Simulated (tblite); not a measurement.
BrPb (SMILES [Br][Pb]), doublet, geometry from GFN2-xTB (such geometries of metal compounds can be far from the true shape) (the spin is typed, not shown lowest); GFN1-xTB run with tblite 0.6.0.

Here is a job for tblite.
```
$ tblite run mol.xyz --method gfn1 --charge 0 --spin 1 --efield 0,0,0.1 --json tblite.json --no-restart

# file mol.xyz
2

Pb    -0.00000000    -0.00000000    -0.78589737
Br     0.00000000     0.00000000     1.84124527
```

Task: Write the output that tblite gives for this input, abridged.

Result: 
```
xTB calculator
 | screened Coulomb repulsion
 | Coulomb electrostatics
 |  * isotropic Klopman-Ohno-Mataga-Nishimoto electrostatics
 |  * onsite third-order electrostatics
 | DFT-D3(BJ) dispersion correction
 | Interactions (1)
 | [1] electric field

halogen bonding energy    0.0000000000000E+00 Eh
repulsion energy          4.1496761129414E-03 Eh
dispersion energy        -4.3951725125966E-04 Eh
interaction energy        0.0000000000000E+00 Eh
number of electrons       1.1000000000000E+01 e
integral cutoff           2.4921834820047E+01 bohr

------------------------------------------------------------
  cycle        total energy    energy error   density error
------------------------------------------------------------
      1     -5.301279783751  -5.3049899E+00   3.4874289E-01
      2     -5.314033714736  -1.2753931E-02   3.8073092E-01
      3     -5.470250598329  -1.5621688E-01   1.2814887E-01
      4     -5.487761841947  -1.7511244E-02   4.6665484E-02
      5     -5.476508016414   1.1253826E-02   9.5464061E-02
      6     -5.488314206367  -1.1806190E-02   1.2144644E-02
      7     -5.488493840519  -1.7963415E-04   2.6380668E-03
      8     -5.488498679417  -4.8388983E-06   1.6813564E-03
      9     -5.488502077648  -3.3982305E-06   1.8336586E-05
     10     -5.488502075904   1.7434454E-09   4.2409894E-05
     11     -5.488502077673  -1.7692825E-09   8.4675152E-07
------------------------------------------------------------

electronic energy        -5.4922122365352E+00 Eh
total energy             -5.4885020776735E+00 Eh

Post processing:
 | Mayer-Wiberg bond orders

[Info] JSON dump of results written to 'tblite.json'
```
